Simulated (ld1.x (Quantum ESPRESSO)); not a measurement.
# holmium: excitation energies, all-electron against TM

* Element: holmium
* Generator: ld1.x (Quantum ESPRESSO) 7.5
* Type: norm-conserving Troullier–Martins (Kleinman–Bylander form)
* Functional: PBE
* Relativity: scalar-relativistic
* Frozen core: [Kr]
* Valence charge: 31
* Reference configuration: 4d10 4f11 5s2 5p6 5d0 6s1 6p0 (charge +1)
* Partial waves: 5s (bound): rc 1.70 bohr; 4d (bound): rc 0.60 bohr; 4f (bound): rc 1.20 bohr; 5p (bound): rc 2.45 bohr
* Local potential: the p channel
* Core correction: none

Occupied shells without a wave of their own: 6s. They enter only through the test configuration that unscreens the potential.

Energies are relative to the spin-unpolarised reference configuration 4d10 4f11 5s2 5p6 5d0 6s1 6p0; without spin polarisation the order of configurations can differ from experiment. Not all tests gave a result: 3 of 7 tests not solved or not reliable. Left out of the table: 4d10 4f11 5s2 5p6 5d0 6s2 6p0 (pseudo-atom not self-consistent, printed error -13078 eV); 4d10 4f11 5s2 5p6 5d0 6s1 6p1 (pseudo-atom not self-consistent, printed error -12988 eV); 4d10 4f11 5s2 5p6 5d0.5 6s1.5 6p0 (pseudo-atom not self-consistent, printed error -12987 eV).

```tsv
valence configuration	charge	ΔE all-electron (eV)	error AE − PS (meV)
4d10 4f11 5s2 5p6 5d0 6s0 6p0	+2	11.811	+1.8
4d10 4f10 5s2 5p6 5d0 6s0 6p0	+3	37.772	+137
4d9 4f11 5s2 5p6 5d0 6s2 6p0	+1	161.018	-727
```

Task: What are ΔE and the potential's error for 4d10 4f11 5s1 5p6 5d0 6s2 6p0?

Result: ΔE = 49.992 eV all-electron; the error (AE − PS) is -31 meV.

Levels in the configuration 4d10 4f10 5s2 5p6 5d0 6s0 6p0:

| level | all-electron (eV) | pseudo (eV) |
| --- | --- | --- |
| 4d | -192.102 | -192.202 |
| 4f | -35.090 | -34.929 |
| 5s | -80.135 | -80.018 |
| 5p | -54.504 | -54.452 |

These tests converged, but a pseudo level misses the all-electron one widely, so the file describes the atom poorly there or has found another state: 4d10 4f10 5s2 5p6 5d0 6s0 6p0: empty 5d by 3.2 eV; 4d9 4f11 5s2 5p6 5d0 6s2 6p0: empty 5d by 2.2 eV; 4d10 4f11 5s1 5p6 5d0 6s2 6p0: empty 5d by 2.1 eV. The 6s level has no wave, so the channel is fitted at the deeper level alone: the likely source of the large errors.

Note: ghost state, extra bound levels that the all-electron valence spectrum of the same l lacks: s at -2875.5 eV. A true bound ghost makes a file unfit for plane-wave use.
